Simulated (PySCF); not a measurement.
# Frontier levels across methods

Compound: C2H3BCl2S.
Atom-mapped SMILES: `[Cl:1][B:2]([Cl:3])[C@@H:4]1[CH2:5][S:6]1` (hydrogens: H7 on C4; H8, H9 on C5)

Structure used (PBE0-D3(BJ)/def2-SVP), in Å, numbered top down from 1:
```xyz
9
C2H3BCl2S angstrom
Cl     2.4163    1.2468   -0.2178
B      1.3917   -0.1239    0.1592
Cl     2.0596   -1.7416    0.0343
C     -0.0736    0.1195    0.6058
C     -1.0144   -1.0113    0.7596
S     -1.0580   -0.2928   -0.8968
H     -0.3419    1.0799    1.0585
H     -0.6012   -2.0234    0.8209
H     -1.9136   -0.8357    1.3579
```

Basis pcSseg-2 throughout (PySCF), one geometry. Geometry: PBE0-D3(BJ)/def2-SVP, one conformer, isolated molecule.

**Question.** How do the orbital energies, the gap and the dipole change with the method?

**Answer.** 
```csv
method,kind,HOMO (eV),LUMO (eV),gap (eV),μ (D),SCF cycles
BLYP,GGA,-5.73,-2.40,3.33,2.15,15
B97-D,GGA,-5.86,-2.40,3.46,2.21,15
PBE,GGA,-5.90,-2.57,3.33,2.17,14
OPBE,GGA,-5.91,-2.49,3.43,2.20,16
KT2,GGA,-5.97,-2.57,3.40,2.21,15
KT3,GGA,-5.98,-2.52,3.46,2.19,15
BP86,GGA,-5.99,-2.64,3.35,2.19,15
LDA,LDA,-6.03,-2.81,3.22,2.20,14
B97-2,global hybrid,-6.87,-1.67,5.20,2.26,14
B3LYP,global hybrid,-6.87,-1.85,5.02,2.23,14
PBE0,global hybrid,-7.12,-1.67,5.44,2.26,14
mPW1PW91,global hybrid,-7.14,-1.68,5.46,2.26,14
BHandHLYP,global hybrid,-8.20,-0.61,7.59,2.33,12
CAM-B3LYP,range-separated hybrid,-8.44,-0.56,7.88,2.26,13
wB97X-D,range-separated hybrid,-8.96,0.12,9.08,2.28,14
LC-wPBE,range-separated hybrid,-9.84,0.52,10.37,2.28,14
HF,Hartree–Fock,-9.94,1.97,11.91,2.50,11
```

The HOMO spans 4.21 eV, from BLYP down to HF, and the gap runs from 3.22 eV (LDA) to 11.91 eV (HF). Over the methods BLYP (0 %), B97-D (0 %), PBE (0 %), OPBE (0 %), KT2 (0 %), KT3 (0 %), BP86 (0 %), LDA (0 %), B97-2 (21 %), B3LYP (20 %), PBE0 (25 %), mPW1PW91 (25 %), BHandHLYP (50 %), HF (100 %), a straight line through the gap against the share of exact exchange rises by 0.85 eV for each 10 % (correlation coefficient 1.000). The dipole ranges from 2.15 D (BLYP) to 2.50 D (HF). This basis has no diffuse functions.

The vertical ΔSCF ionisation energy at CAM-B3LYP/def2-SVPD is 9.28 eV; −ε(HOMO) comes closest to it with wB97X-D (8.96 eV).
